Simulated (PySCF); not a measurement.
## Unknown compound

An unknown has the formula C5H11PSi. Its calculated NMR data are:

¹H NMR (500 MHz, computed): δ 2.23 (m, 2H), 0.20 (s, 9H).

¹³C{¹H} NMR (computed): δ 187.1, 23.9, -2.4 (3C).

[PySCF 2.14: GFN2-xTB structure; NMR shieldings at PBE0/pcSseg-1/GIAO; equivalent nuclei averaged; one computed conformer; non-relativistic; gas phase]

δ = σ(ref) − σ, references computed at the same level: TMS for ¹H (σ = 31.72 ppm), ¹³C (σ = 186.93 ppm).

Question: What is the structure?

Answer: 
- 3 carbon signals for 5 carbons: some carbons are equivalent by symmetry or fast rotation.
- Carbon types of the structure: 1 × C, 1 × CH2, 3 × CH3, which accounts for all hydrogens.
- δC 187.1: carbon bonded to C, P.
- δC 23.9: sp3 CH2 bonded to Si.
- δC -2.4: methyl carbon bonded to Si; an electropositive neighbour leaves it electron-rich and shielded.
- δH 2.23: hydrogen on an sp3 CH2 bonded to Si.
- δH 0.20: hydrogen on a methyl carbon bonded to Si; an electropositive neighbour shields it, as in TMS itself.

Structure: `InChI=1S/C5H11PSi/c1-7(2,3)5-4-6/h5H2,1-3H3`.

The shifts were computed for this structure.

Splittings by ³¹P in the carbon and heteronuclear signals aren't shown, as no couplings were computed. Shifts are as computed. Against solution values, carbons near 30 ppm lie about +3 ppm off and those near 130 ppm about +5 ppm. Of 1211 compounds with measured shifts, 218 miss one by over three times the rms of a fit or turn the order of signals round; such compounds aren't used in these exercises. Multiplicities follow the n + 1 count of equivalent neighbours, as no J values were calculated; m marks all less simple cases, F and P coupling included.
